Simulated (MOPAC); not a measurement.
MOPAC input (PM3):

```
PM3 1SCF CHARGE=-1 GEO-OK AUX(PRECISION=9) THREADS=1
CH3Se

C    -1.55014401 1    0.01612694 1   -0.03329130 1
Se    0.44456922 1   -0.00462508 1    0.00954768 1
H    -1.92706299 1   -0.59608292 1   -0.85700175 1
H    -1.92491067 1    1.03442984 1   -0.16736923 1
H    -1.96251570 1   -0.37785583 1    0.89949748 1
```

Output:

```
 *******************************************************************************
 **                                                                           **
 **                              MOPAC v23.2.5                                **
 **                                                                           **
 *******************************************************************************
 ** MOPAC's Digital Object Identifier: https://doi.org/10.5281/zenodo.6511958 **
 **                                                                           **
 ** Please cite the open-source release paper for use of this MOPAC version:  **
 ** J. E. Moussa and J. J. P. Stewart (2026)                                  **
 ** MOPAC: An open-source semiempirical molecular orbital program             **
 ** J. Open Source Softw., 11(119), 8025, https://doi.org/10.21105/joss.08025 **
 *******************************************************************************

                              PM3 CALCULATION RESULTS

 *******************************************************************************
 *  PM3        - The PM3 Hamiltonian to be used
 *  GEO-OK     - OVERRIDE INTERATOMIC DISTANCE AND OTHER SAFETY CHECKS
 *
 *
 *
 *                 CHARGE ON SYSTEM = -1
 *
 *
 *
 *  1SCF       - DO 1 SCF AND THEN STOP
 *  AUX        - OUTPUT AUXILIARY INFORMATION
 *******************************************************************************
PM3 1SCF CHARGE=-1 GEO-OK AUX(PRECISION=9) THREADS=1
 CH3Se

   ATOM   CHEMICAL          X               Y               Z
  NUMBER   SYMBOL      (ANGSTROMS)     (ANGSTROMS)     (ANGSTROMS)

     1       C         -1.55014401  *   0.01612694  *  -0.03329130  *
     2      Se          0.44456922  *  -0.00462508  *   0.00954768  *
     3       H         -1.92706299  *  -0.59608292  *  -0.85700175  *
     4       H         -1.92491067  *   1.03442984  *  -0.16736923  *
     5       H         -1.96251570  *  -0.37785583  *   0.89949748  *

          CARTESIAN COORDINATES

    NO.       ATOM           X           Y           Z

     1         C         -1.5501      0.0161     -0.0333
     2        Se          0.4446     -0.0046      0.0095
     3         H         -1.9271     -0.5961     -0.8570
     4         H         -1.9249      1.0344     -0.1674
     5         H         -1.9625     -0.3779      0.8995

  H: (PM3): J. J. P. STEWART, J. COMP. CHEM. 10, 209 (1989).
  C: (PM3): J. J. P. STEWART, J. COMP. CHEM. 10, 209 (1989).
 Se: (PM3): J. J. P. STEWART, J. COMP. CHEM. 12, 320-341 (1991).

           Empirical Formula: C H3 Se  =     5 atoms

      MOLECULAR POINT GROUP   :   C3v

      RHF CALCULATION, NO. OF DOUBLY OCCUPIED LEVELS = 7

 -------------------------------------------------------------------------------
 PM3 1SCF CHARGE=-1 GEO-OK AUX(PRECISION=9) THREADS=1
 CH3Se

     1SCF WAS SPECIFIED, SO BFGS WAS NOT USED
     SCF FIELD WAS ACHIEVED

                              PM3 CALCULATION
                                                       MOPAC v23.2.5 Linux

          FINAL HEAT OF FORMATION =        -32.25172 KCAL/MOL =    -134.94122 KJ/MOL

          COSMO AREA              =         85.45 SQUARE ANGSTROMS
          COSMO VOLUME            =         68.70 CUBIC ANGSTROMS

          IONIZATION POTENTIAL    =          2.469214 EV
          HOMO LUMO ENERGIES (EV) =         -2.469  6.075
          NO. OF FILLED LEVELS    =          7
          MOLECULAR WEIGHT        =         93.9947         POINT GROUP:  C3v

          MOLECULAR DIMENSIONS (Angstroms)

            Atom       Atom       Distance
            H     4   Se     2     2.59333
            H     5    H     3     1.77036
            H     5   Se     2     1.40907

          SCF CALCULATIONS        =          1

   ATOM   CHEMICAL          X               Y               Z
  NUMBER   SYMBOL      (ANGSTROMS)     (ANGSTROMS)     (ANGSTROMS)

     1       C         -1.55014401  *   0.01612694  *  -0.03329130  *
     2      Se          0.44456922  *  -0.00462508  *   0.00954768  *
     3       H         -1.92706299  *  -0.59608292  *  -0.85700175  *
     4       H         -1.92491067  *   1.03442984  *  -0.16736923  *
     5       H         -1.96251570  *  -0.37785583  *   0.89949748  *

                             CARTESIAN COORDINATES

   1    C       -1.550144010     0.016126940    -0.033291300
   2   Se        0.444569220    -0.004625080     0.009547680
   3    H       -1.927062990    -0.596082920    -0.857001750
   4    H       -1.924910670     1.034429840    -0.167369230
   5    H       -1.962515700    -0.377855830     0.899497480

           Empirical Formula: C H3 Se  =     5 atoms

      MOLECULAR POINT GROUP   :   C3v

                  EIGENVALUES
 -24.14584  -9.36410  -9.31312  -9.31312  -5.35209  -2.46921  -2.46921   6.07469
   8.86119   9.04372   9.04372

              NET ATOMIC CHARGES AND DIPOLE CONTRIBUTIONS

  ATOM NO.   TYPE          CHARGE      No. of ELECS.   s-Pop       p-Pop
    1          C          -0.240554        4.2406     1.16002     3.08054
    2         Se          -0.846208        6.8462     1.94940     4.89681
    3          H           0.028921        0.9711     0.97108
    4          H           0.028921        0.9711     0.97108
    5          H           0.028920        0.9711     0.97108
 DIPOLE           X         Y         Z       TOTAL
 POINT-CHG.    -0.281     0.003    -0.006     0.281
 HYBRID        -1.289     0.013    -0.028     1.289
 SUM           -1.569     0.016    -0.034     1.570

          ATOMIC ORBITAL ELECTRON POPULATIONS

     Atom    s        px        py        pz
    1  C   1.16002   1.07047   1.00502   1.00504
    2 Se   1.94940   0.90927   1.99396   1.99358
    3  H   0.97108
    4  H   0.97108
    5  H   0.97108

 **********************
 *                    *
 * JOB ENDED NORMALLY *
 *                    *
 **********************

 == MOPAC DONE ==
```

The dipole moment of an ion depends on the origin.
